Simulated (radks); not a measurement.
Mn7+, configuration [Ar]. All-electron calculation, scalar-relativistic Kohn-Sham, LB94 model potential, spin-polarised, spherical densities, finite nucleus; Fermi nuclear charge, rms radius 3.7057 fm. Program: a radial shooting solver on a logarithmic mesh with Libxc functionals.

Radial electron density D(r) = 4 pi r^2 rho(r):

```
   r/bohr * D(r) (the largest magnitude, 33.3, reaches the edge; | marks zero)
 0.002254 |*
 0.002541 |*
 0.002842 | *
 0.003205 | *
 0.003585 |  *
 0.004009 |  *
 0.004521 |   *
 0.005056 |    *
 0.005701 |     *
 0.006377 |      *
 0.007132 |       *
 0.008042 |         *
 0.008995 |           *
  0.01014 |             *
  0.01134 |                *
  0.01269 |                   *
  0.01431 |                      *
    0.016 |                         *
  0.01804 |                             *
  0.02018 |                                 *
  0.02257 |                                     *
  0.02545 |                                        *
  0.02846 |                                           *
  0.03209 |                                              *
   0.0359 |                                                *
  0.04015 |                                                 *
  0.04527 |                                                 *
  0.05063 |                                                *
  0.05709 |                                              *
  0.06386 |                                            *
  0.07142 |                                         *
  0.08053 |                                       *
  0.09007 |                                      *
   0.1007 |                                      *
   0.1136 |                                        *
   0.1271 |                                            *
   0.1433 |                                                *
   0.1602 |                                                   *
   0.1792 |                                                      *
   0.2021 |                                                      *
    0.226 |                                                   *
   0.2548 |                                              *
    0.285 |                                      *
   0.3188 |                              *
   0.3595 |                       *
   0.4021 |                  *
   0.4533 |               *
   0.5071 |                *
   0.5672 |                 *
   0.6395 |                   *
   0.7153 |                   *
   0.8064 |                  *
    0.902 |               *
    1.009 |           *
    1.138 |       *
    1.272 |    *
    1.435 | *
    1.605 |*
    1.795 *
    2.024 *
    2.263 *
    2.552 *
    2.854 *
```

D(r) has 3 maxima, at r = 0.0425, 0.193, 0.693 bohr, and minima at 0.0930, 0.472 bohr, inside which lie 2.13, 10.41 electrons.
